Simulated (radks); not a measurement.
Question: Species: the phosphorus ion P5+. Configuration: [Ne]. All-electron calculation, scalar-relativistic Kohn-Sham, PBE, spin-unpolarised, spherical densities, finite nucleus; Fermi nuclear charge, rms radius 3.1889 fm. Program: a radial shooting solver on a logarithmic mesh with Libxc functionals. Some entries of the table are withheld. Estimate them.

| orbital | occ. | eigenvalue (eV) | <r> (bohr) |
|---|---|---|---|
| 1s | 2 | -2163.068 | 0.1036 |
| 2s | 2 | (1) | 0.5154 |
| 2p | 6 | (2) | 0.4785 |

Answer: 
(1) 2s eigenvalue (eV): -249.1227
(2) 2p eigenvalue (eV): -199.9046
